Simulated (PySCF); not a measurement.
`C#CS(F)(F)(F)(F)F`: 4 charge schemes on one density

Species: C₂HF₅S.
SMILES with atom numbers: `[CH:1]#[C:2][S:3]([F:4])([F:5])([F:6])([F:7])[F:8]` (hydrogens: H9 on C1)

Cartesian coordinates in Å at the GFN2-xTB level; atoms count from 1:
```
atom  x, y, z in Å
C1     2.1452   -0.4189   -0.2290
C2     0.9793   -0.1872   -0.1018
S3    -0.7540    0.1490    0.0775
F4    -1.1029   -0.6533   -1.3083
F5    -0.6215    1.5470   -0.7666
F6    -0.9836   -1.2298    0.9323
F7    -0.5040    0.9703    1.4732
F8    -2.3196    0.4514    0.2377
H9     3.1747   -0.6224   -0.3401
```

Density: PBE0/pcSseg-1 (PySCF); schemes: Mulliken, IAO, Hirshfeld and ESP-fitted. Isolated species at its GFN2-xTB geometry, gas phase.

Q: Do the Mulliken, IAO, Hirshfeld and ESP-fitted schemes agree on where the charge is highest?

A: All schemes agree: Mulliken S3 (+1.835); IAO S3 (+2.318); Hirshfeld S3 (+0.623); ESP-fitted S3 (+0.602).

Q: At which atom do the 4 schemes differ most?

A: At S3: from +0.602 (ESP-fitted) to +2.318 e (IAO), 1.716 e apart.

Q: For which atoms does the sign change between the 4 schemes (beyond +0.03 e in one, beyond −0.03 e in another)?

A: For none.

Q: Give the atomic charges in each scheme.

A: In e:

| atom | environment | Mulliken | IAO | Hirshfeld | ESP-fitted |
| --- | --- | --- | --- | --- | --- |
| C1 | terminal alkyne carbon | -0.303 | -0.124 | -0.032 | -0.246 |
| C2 | alkyne carbon | +0.025 | -0.250 | -0.095 | -0.042 |
| S3 | sulfur bonded to C and 5 F | +1.835 | +2.318 | +0.623 | +0.602 |
| F4 | sulfur-bound fluorine | -0.334 | -0.438 | -0.125 | -0.128 |
| F5 | sulfur-bound fluorine | -0.333 | -0.438 | -0.125 | -0.127 |
| F6 | sulfur-bound fluorine | -0.333 | -0.438 | -0.125 | -0.127 |
| F7 | sulfur-bound fluorine | -0.334 | -0.438 | -0.125 | -0.128 |
| F8 | sulfur-bound fluorine | -0.298 | -0.415 | -0.117 | -0.111 |
| H9 | alkyne hydrogen | +0.076 | +0.224 | +0.121 | +0.307 |

Mean size of the charges over all atoms: IAO 0.565 e, Mulliken 0.430 e, ESP-fitted 0.202 e, Hirshfeld 0.165 e. Each set sums to the total charge, 0, to within 0.001 e. The ESP scheme is a least-squares fit of atom-centred charges to the potential on four shells outside the van der Waals surface, with the total charge fixed. The Hirshfeld scheme divides the density at each point in proportion to the densities of the neutral, spherically averaged free atoms.

Q: How many electrons does the IAO scheme count on F6?

A: Z − q = 9 − (-0.438) = 9.438.

Q: Sum the charges by element, for elements with more than one atom.

A: 
```
element  atoms  Mulliken     IAO  Hirshfeld  ESP-fitted
      C      2    -0.279  -0.374     -0.127      -0.288
      F      5    -1.632  -2.168     -0.618      -0.621
```
